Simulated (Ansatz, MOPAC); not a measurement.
Molecule: GeF$_{3}$ (charge +1, singlet). SMILES of the parent species: [F][Ge]([F])[F]

Atoms: F1, Ge2, F3, F4. Bonds: F1-Ge2, Ge2-F3, Ge2-F4.

Bond lengths (Å) and angles (degrees) optimised at AM1 with MOPAC; MNDO with MOPAC; HF/STO-3G with Ansatz (a quantum-chemistry and plane-wave program); HF/3-21G with Ansatz; PBE/6-31G* with LANL2DZ past Ar with Ansatz; MP2/6-31G* with LANL2DZ past Ar with Ansatz, each started from the B3LYP-D3(BJ)/def2-TZVP structure (Ansatz) of the last column. A row stands for all coordinates that are equal there. 6-31G* holds six Cartesian d functions. No wavenumbers were computed at MNDO, HF/STO-3G, PBE/6-31G* with LANL2DZ past Ar, MP2/6-31G* with LANL2DZ past Ar, so these may be saddle points.

```json
[
 {"coordinate": "F1-Ge2", "AM1": "1.670", "MNDO": "1.693", "HF/STO-3G": "1.624", "HF/3-21G": "1.635", "PBE/6-31G* with LANL2DZ past Ar": "1.651", "MP2/6-31G* with LANL2DZ past Ar": "1.629", "B3LYP-D3(BJ)/def2-TZVP": "1.659"},
 {"coordinate": "F1-Ge2-F3", "AM1": "120.0", "MNDO": "120.0", "HF/STO-3G": "120.0", "HF/3-21G": "120.0", "PBE/6-31G* with LANL2DZ past Ar": "120.0", "MP2/6-31G* with LANL2DZ past Ar": "120.0", "B3LYP-D3(BJ)/def2-TZVP": "120.0"}
]
```

Mean signed difference of all 3 bond lengths from B3LYP-D3(BJ)/def2-TZVP: AM1 0.012 Å, MNDO 0.034 Å, HF/STO-3G -0.035 Å, HF/3-21G -0.024 Å, PBE/6-31G* with LANL2DZ past Ar -0.007 Å, MP2/6-31G* with LANL2DZ past Ar -0.030 Å.
